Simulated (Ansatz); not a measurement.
**A ladder of methods for AlH2Br (SMILES [H][Al]([H])[Br])**

The species is AlH2Br (4 atoms), meant as a singlet with charge 0. SMILES: `[H][Al]([H])[Br]`. Geometry: a GFN2-xTB relaxation, a rough one for these elements and not checked as a minimum.

```tsv
atom	x (Å)	y (Å)	z (Å)
Al	0.0860	0.1433	0.0012
H	1.6199	0.1412	0.0119
H	-0.6406	1.4941	-0.0212
Br	-1.0652	-1.7787	0.0081
```

Quantity: the energy change with the Al1–H3 bond stretched from 1.534 to 1.917 Å, in eV. The values are calculated.

```
                      level                    kind  program  value (eV)  less FCI/STO-3G  CPU time (all runs)
     HF/STO-3G (restricted)            Hartree–Fock   Ansatz        1.62            +0.39               0.38 s
  SVWN5/STO-3G (restricted)                     LDA   Ansatz        1.16            -0.07                1.7 s
    PBE/STO-3G (restricted)                     GGA   Ansatz        1.11            -0.12                2.6 s
 revPBE/STO-3G (restricted)                     GGA   Ansatz        1.09            -0.14                2.6 s
 r2SCAN/STO-3G (restricted)                meta-GGA   Ansatz        1.22            -0.01                6.3 s
r2SCAN0/STO-3G (restricted)         hybrid meta-GGA   Ansatz        1.34            +0.11                6.3 s
  wB97X/STO-3G (restricted)  range-separated hybrid   Ansatz        1.33            +0.10                 12 s
 B2PLYP/STO-3G (restricted)           double hybrid   Ansatz        1.31            +0.08                3.8 s
   CCSD/STO-3G (restricted)   coupled cluster or CI   Ansatz        1.24            +0.01               0.55 s
                 FCI/STO-3G      exact in the basis   Ansatz        1.23             0.00                 11 s
```

FCI/STO-3G is exact within its basis and frozen core, so for wave-function methods in that basis the difference is their error; functionals converge differently with the basis, so for them it is only a difference. All-electron rows without a relativistic Hamiltonian named are non-relativistic. The first shape isn't each level's own minimum. The values span 1.09 to 1.62 eV. All rows use very small basis sets, so even the best lies far from the true value. In the correlated wave-function rows the outer d shell of Br is correlated, in sets not made for it. Times are those of the runs behind each value, whatever else they computed, on shared processors of several kinds: orders of magnitude only.
